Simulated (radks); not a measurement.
As25+, configuration [He] 2s2 2p4. Method: scalar-relativistic Kohn-Sham, PBE, spin-unpolarised, spherical densities, point nucleus; computed with a radial shooting solver on a logarithmic mesh with Libxc functionals. Some entries of the table are withheld. Estimate them.

| orbital | occ. | eigenvalue (eV) | <1/r> (bohr^-1) |
|---|---|---|---|
| 1s | 2 | (1) | (2) |
| 2s | 2 | (3) | (4) |
| 2p | 4 | (5) | (6) |

Answer. 
(1) 1s eigenvalue (eV): -13129.90
(2) 1s <1/r> (bohr^-1): 33.52
(3) 2s eigenvalue (eV): -2724.323
(4) 2s <1/r> (bohr^-1): 7.695
(5) 2p eigenvalue (eV): -2572.274
(6) 2p <1/r> (bohr^-1): 7.527
